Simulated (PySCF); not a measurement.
# Heteronuclear NMR

Bonds (- single, = double, # triple, : aromatic): C1-C2, C2-C3, C3=C4, C4-Si5, Si5-C6, C6=C7, C7-O8, O8-C3. C1 carries H9, H10, H11; C2 carries H12, H13; C4 carries H14; Si5 carries H15, H16; C6 carries H17; C7 carries H18.

Computed data (PySCF 2.14.0 with density-fitted response routines): PBE0/pcSseg-1 with gauge-including orbitals, geometry from GFN2-xTB. No relativistic terms, isolated molecule, fast rotation and ring inversion assumed for equivalent nuclei, single conformer.

Problem. What are the ²⁹Si shifts?

Solution. 
```csv
atoms,environment,σ (ppm),δ (ppm)
Si5,"silicon bonded to 2 C, 2 H, in a 6-membered ring",431.1,-74.4
```

Shieldings were converted by a linear fit to measured shifts: ²⁹Si: δ = 279.94 − 0.822σ (rms 8.9 ppm, 72 shifts, 25.8 ppm with the 6 outliers that the fit left out vs TMS, solution or neat liquid). Occasional misses reach two or three times the rms, and more in compound classes unlike the fitted ones.

On a 300 MHz spectrometer ²⁹Si resonates near 59.6 MHz, so 1 ppm is 59.6 Hz.

Problem. Predict the ¹⁷O NMR data.

Solution. 
```tsv
atoms	environment	σ (ppm)	δ (ppm)
O8	ether oxygen	120.3	157.1
```

Shieldings were converted by a linear fit to measured shifts: ¹⁷O: δ = 266.70 − 0.911σ (rms 10.7 ppm, 155 shifts, 12.2 ppm with the 3 outliers that the fit left out vs liquid water, solution or neat liquid). Occasional misses reach two or three times the rms, and more in compound classes unlike the fitted ones.

On a 600 MHz spectrometer ¹⁷O resonates near 81.3 MHz, so 1 ppm is 81.3 Hz.
